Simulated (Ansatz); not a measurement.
Geometry optimisation, RKS revPBE/def2-SVP in Ansatz.

Input:

```yaml
crystal:
  periodic: [false, false, false]
  atoms:
    - { symbol: Si, position_ang: [0.163635, 0.037615, 0.283666] }
    - { symbol: "N", position_ang: [-0.036254, 0.043821, 2.076682] }
    - { symbol: H, position_ang: [-1.013774, 0.006239, 2.392479] }
    - { symbol: H, position_ang: [0.408441, 0.855999, 2.524866] }
    - { symbol: H, position_ang: [1.61036, 0.179282, -0.071888] }
    - { symbol: Si, position_ang: [-1.145803, 1.741072, -0.751247] }
    - { symbol: H, position_ang: [-2.617752, 1.500385, -0.5092] }
    - { symbol: H, position_ang: [-0.787552, 3.067288, -0.122066] }
    - { symbol: H, position_ang: [-0.9189, 1.841542, -2.240707] }
    - { symbol: H, position_ang: [-0.408215, -1.271591, -0.266233] }
    - { symbol: O, position_ang: [1.6056, -2.259713, 1.282556] }
    - { symbol: Al, position_ang: [0.344233, -3.184472, 0.492046] }
    - { symbol: H, position_ang: [0.773267, -3.834343, -0.903846] }
    - { symbol: H, position_ang: [-1.036894, -3.516265, 1.240988] }
    - { symbol: H, position_ang: [1.34021, -1.743661, 2.085004] }
basis:
  gaussian: { orbitals: def2-SVP }
hamiltonian:
  xc: revpbe
relax:
  f_tol: 0.03
  max_steps: 50
output:
  orbitals: {}
```

Launched with:

```bash
$ ansatz run input.yaml --threads 4 --pin off --max-ram 5120MiB --backend cpu --events-out ev --progress --plain --runs-dir out
```

Question: Where does it end, and by what steps?

Answer: It converged. The force dipped under the threshold on the way, but the program's further checks kept it going. After 13 steps the energy has fallen by 0.093 eV; O11 moved furthest, 0.45 Å.

| step | energy less start (eV) | largest force component (eV/Å) | accepted |
| --- | --- | --- | --- |
| 0 | 0.0000 | 0.587 | yes |
| 1 | -0.0359 | 0.633 | yes |
| 2 | -0.0479 | 0.814 | yes |
| 3 | -0.0595 | 0.663 | yes |
| 4 | -0.0689 | 0.476 | yes |
| 5 | -0.0775 | 0.236 | yes |
| 6 | -0.0650 | 0.370 | no |
| 7 | -0.0867 | 0.107 | yes |
| 8 | -0.0897 | 0.094 | yes |
| 9 | -0.0917 | 0.017 | yes |
| 10 | -0.0927 | 0.055 | yes |
| 11 | -0.0928 | 0.051 | yes |
| 12 | -0.0932 | 0.040 | yes |
| 13 | -0.0933 | 0.014 | yes |

```xyz
15
Properties=species:S:1:pos:R:3
Si 0.216 0.201 0.254
N 0.069 0.041 2.011
H -0.877 -0.045 2.400
H 0.595 0.728 2.561
H 1.654 0.523 -0.034
Si -1.253 1.764 -0.769
H -2.678 1.439 -0.398
H -0.942 3.156 -0.279
H -1.119 1.732 -2.270
H -0.095 -1.157 -0.374
O 1.552 -2.600 1.566
Al 0.314 -3.222 0.511
H 0.827 -3.962 -0.809
H -1.227 -3.245 0.976
H 1.244 -1.891 2.166
```

Whether the end is a true minimum wasn't checked by a vibrational analysis.

Time of the run: 21 s on 4 threads of Arm Neoverse V2, on a shared host, peak memory 0.19 GiB.
